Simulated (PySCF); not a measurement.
# Reading the logs of faulty runs: AlB2ClH3

These are calculations, not measurements. They come from PySCF 2.14.0, an open-source quantum chemistry program, on an isolated molecule that a program drew, which may never have been made. The molecule is AlB2ClH3 (charge 0, doublet), drawn as the SMILES string `[BH2][Al][BH]Cl`.

Each row is a Hartree-Fock (HF) and frozen-core CCSD(T) single point in the cc-pV(D+d)Z basis, meant for a local HF minimum. Run 1 is clean. Each other run has one planted mistake out of seven kinds, and not every kind appears here: one electron removed, one electron added, multiplicity raised by two, geometry at a saddle point, minimal basis STO-3G, one bond length entered in bohr, all coordinates scaled. The reference is restricted for singlets and unrestricted otherwise, and also for a bond in bohr. Adding or removing an electron swaps singlet and doublet. Electrons count all cores. HOMO and LUMO are orbital energies over both spins, the gradient is its largest component, and the lowest frequency (negative if imaginary) is given only where the gradient is small. Bond lengths are over the 6 bonds as drawn. T1 is the CCSD diagnostic: over 0.02 (restricted) or 0.045 (unrestricted) a single reference is doubtful.

Geometry of the clean run:
```xyz
7
AlB2ClH3, angstrom
B    -0.3636   -1.2717    0.0054
Al   -0.6917   -0.5082    1.9587
B     0.1322    1.1421    3.0458
Cl   -0.6699    2.7309    2.9439
H     0.4317   -2.1513   -0.1980
H    -1.0312   -0.9180   -0.9304
H     1.0688    1.1111    3.7920
```

| run | electrons | basis functions | <S^2> | HOMO (eV) | LUMO (eV) | gradient (hartree/bohr) | lowest frequency (cm^-1) | mean bond (Å) | longest bond (Å) | T1 | HF (hartree) | CCSD(T) (hartree) | mistake |
|---|---|---|---|---|---|---|---|---|---|---|---|---|---|
| 1 | 43 | 89 | 0.804 | -7.56 | 0.38 | 1.7e-05 | 64 | 1.6084 | 2.141 | 0.0274 | -752.49430 | -752.90304 | no fault |
| 2 | 43 | 89 | 3.788 | -6.58 | -1.41 | 3.1e-02 | - | 1.6084 | 2.141 | 0.0846 | -752.38351 | -752.79452 | multiplicity raised by two |
| 3 | 43 | 31 | 0.805 | -4.26 | 6.13 | 3.8e-02 | - | 1.6084 | 2.141 | 0.0300 | -744.01354 | -744.14841 | minimal basis STO-3G |
| 4 | 44 | 89 | 0.000 | -0.81 | 6.01 | 2.9e-02 | - | 1.6084 | 2.141 | 0.0349 | -752.49790 | -752.95211 | ? |

**Which mistake was planted in run 4, and what did it cost?**

It counts 44 electrons, one more than the clean run, at the same geometry and basis. So the mistake is: one electron added. Subtracting run 1 and multiplying by 627.51 kcal/mol a hartree, the energy moved by -2.3 kcal/mol in HF and -30.8 kcal/mol in CCSD(T).

Cautions from the logs. Run 2: T1 is over the limit, so its CCSD(T) energy is less reliable; run 4: T1 is over the limit, so its CCSD(T) energy is less reliable.
